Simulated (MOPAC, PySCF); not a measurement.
H$_{10}$OSi$_{4}$, SMILES `[SiH2]([SiH2][SiH3])[SiH2]O`, neutral singlet in the gas phase. 

Cartesian coordinates (Å):
```xyz
15

O     -3.3696     0.4561    -1.1619
Si    -1.9730    -0.2209    -0.5769
Si    -0.5361     1.3272     0.4516
Si     1.3158     0.1961     1.3442
Si     2.2473    -1.2001    -0.2926
H     -3.2960     1.1798    -1.7887
H     -1.2073    -0.8966    -1.6587
H     -2.4118    -1.2445     0.3966
H     -0.0523     2.2937    -0.5716
H     -1.2443     2.0975     1.5067
H      2.3341     1.1605     1.8342
H      0.8733    -0.6334     2.4947
H      2.5666    -0.4117    -1.5079
H      3.4879    -1.8545     0.1897
H      1.2654    -2.2493    -0.6593
```
Charge 0, multiplicity 1.

All levels are single points at this geometry (B3LYP-D3(BJ)/def2-TZVP); Pople sets use spherical d functions. Orbital energies aren't observables, and empty levels follow the basis.

```tsv
level	HOMO (eV)	LUMO (eV)	gap (eV)	dipole (D)	vertical IE, Delta-SCF (eV)
B3LYP-D3(BJ)/def2-TZVP in PySCF	-7.45	-0.93	6.52	1.23	9.30
PBE-D3(BJ)/def2-TZVP in PySCF	-6.50	-1.57	4.93	1.18	8.99
B3LYP/3-21G in PySCF	-7.26	-0.29	6.96	1.42	–
B3LYP/6-311+G** in PySCF	-7.52	-1.05	6.47	1.36	–
M06-2X/6-31G* in PySCF	-8.55	0.34	8.90	1.32	–
HF/3-21G in PySCF	-10.21	2.88	13.08	1.60	–
HF/STO-3G in PySCF	-7.41	9.85	17.26	1.24	–
PM3 in MOPAC	-9.00	-1.72	7.28	1.04	–
PM6 in MOPAC	-8.45	-1.12	7.33	1.51	–
```
